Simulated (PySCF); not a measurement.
C3H8ClFSi, SMILES Cl[Si@H](CCC)F.

Geometry optimised at PBE0-D3(BJ)/def2-SVP. The structure was generated by enumeration; whether it is a known compound was not checked. The values are those of a single conformer.

Two levels are set side by side: PBE/def2-TZVP (PySCF) and M06-2X/def2-TZVP (PySCF). Same geometry, gas phase. Differences are taken from unrounded values.

| quantity | PBE |
|---|---|
| orbital gap (eV) | 7.01 |
| highest occupied level (eV) | -7.30 |
| lowest empty level (eV) | -0.30 |
| dipole moment (D) | 2.28 |
| mean polarisability (bohr³) | 75.0 |

Q: These are the PBE values. What does M06-2X give? (Estimate from the structure and the level; the computed values follow.)

A: 
| quantity | M06-2X | PBE minus M06-2X |
|---|---|---|
| orbital gap (eV) | 11.23 | -4.23 |
| highest occupied level (eV) | -9.87 | 2.56 |
| lowest empty level (eV) | 1.37 | -1.66 |
| dipole moment (D) | 2.41 | -0.13 |
| mean polarisability (bohr³) | 71.3 | 3.7 |

Without exact exchange PBE keeps part of each electron's self-repulsion, which lifts occupied levels and narrows the gap. Loosely held outer electrons make PBE densities more polarisable. Differences between two approximate levels are no errors against the true value.

Rough cost on one machine, each run with all the roots and properties that it gave: M06-2X against PBE about 3 times.
